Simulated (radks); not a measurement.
Q: Species: Co IV. Configuration: [Ar] 3d6. Calculated with a radial shooting solver on a logarithmic mesh with Libxc functionals: non-relativistic Kohn-Sham, MS2 meta-GGA, spin-polarised, spherical densities, point nucleus; open shells are filled with parallel spins first; meta-GGA in the generalised Kohn-Sham scheme. Some entries of the table are withheld. Estimate them.

| orbital | occ. | eigenvalue (eV) | <1/r> (bohr^-1) | r(max) (bohr) |
|---|---|---|---|---|
| 1s up | 1 | -7570.352 | 26.53 | 0.03750 |
| 1s down | 1 | -7570.301 | 26.53 | 0.03750 |
| 2s up | 1 | -929.8412 | 5.721 | 0.2155 |
| 2s down | 1 | -928.0419 | 5.734 | 0.2153 |
| 2p up | 3 | -809.0385 | 5.655 | 0.1737 |
| 2p down | 3 | -807.3783 | 5.665 | 0.1735 |
| 3s up | 1 | -143.2942 | 1.818 | (1) |
| 3s down | 1 | -138.0318 | 1.805 | (2) |
| 3p up | 3 | -106.6609 | 1.696 | 0.6804 |
| 3p down | 3 | -101.1981 | 1.681 | 0.6824 |
| 3d up | 5 | -47.2595 | 1.398 | 0.6541 |
| 3d down | 1 | -41.7271 | 1.360 | 0.6623 |

A: 
(1) 3s up r(max) (bohr): 0.6747
(2) 3s down r(max) (bohr): 0.6760
